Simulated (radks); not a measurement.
Fractional charge and spin in the 2p shell of magnesium: the spin-up occupation runs from 2 to 3 and the spin-down occupation from 2 to 3; the fullest corner is Mg+, [He] 2s2 3s(up 0.5, down 0.5) 2p(up 3, down 3). All-electron calculation, non-relativistic Kohn-Sham, PBE, spin-polarised, spherical densities, point nucleus. Program: a radial shooting solver on a logarithmic mesh with Libxc functionals. Energy (eV) minus the two flat planes that join the four corners (they meet along the diagonal where the two added fractions sum to one electron); zero is where a piecewise linear energy would lie.

| down \ up | 2 | 2.25 | 2.5 | 2.75 | 3 |
|---|---|---|---|---|---|
| 2 | 0.000 | -2.776 | -3.675 | -2.735 | 0.000 |
| 2.25 | -2.776 | -3.489 | -2.376 | 0.520 | -2.442 |
| 2.5 | -3.675 | -2.376 | 0.693 | -2.108 | -3.225 |
| 2.75 | -2.735 | 0.520 | -2.108 | -3.064 | -2.395 |
| 3 | 0.000 | -2.442 | -3.225 | -2.395 | 0.000 |

Corners above the fullest one (they belong to Mg2+ and the next ion): (up 3, down 2) 68.343 eV, (up 2, down 3) 68.343 eV, (up 2, down 2) 167.08 eV. With half an added electron in each spin the energy lies 0.693 eV from the planes, and with half an added electron in spin up alone -3.675 eV. The planes are only a guide here: the flat-plane condition holds for ground states with one frontier orbital, while this shell lies below other occupied shells, so the corners above the fullest one are inner-hole states and not the ground states of those ions.
